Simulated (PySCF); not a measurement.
Gas-phase reaction: SbF3 + F2 ⇌ SbF5

Computed with PySCF and rigid-rotor harmonic-oscillator thermochemistry at 1 bar. † marks an energy on the PBE0/def2-TZVP geometry and frequencies; other levels use their own. CCSD(T) freezes the core. All species are closed-shell singlets. B3LYP is the form with VWN-RPA correlation. Sb: scalar-relativistic def2 core potential, no spin-orbit coupling. CCSD(T) isn't extrapolated to the basis-set limit; its ΔH°(298 K) is -378.4 kJ in def2-SVP and -418.4 kJ in def2-TZVPP. The harmonic model lacks anharmonicity and excited electronic states, which grow with temperature; levels with a mode under 35 cm⁻¹ are left out. Soft modes under 120 cm⁻¹ make the harmonic entropy rough for SbF5.

```csv
level,"ΔE electronic, kJ","ΔH°(298 K), kJ","ΔS°(298 K), J/K","ΔG°(1200 K), kJ"
B3LYP/def2-TZVP†,-384,-379,-159,-196
CCSD(T)/def2-SVP†,-384,-378,-159,-195
PBE/def2-SVP,-355,-350,-153,-175
PBE/def2-TZVP†,-381,-376,-159,-193
PBE0/def2-QZVP†,-424,-419,-159,-235
ωB97X-V/def2-TZVP†,-426,-420,-159,-237
```
ΔH° is lowest at ωB97X-V/def2-TZVP† and highest at PBE/def2-SVP. No reference value is set beside these.
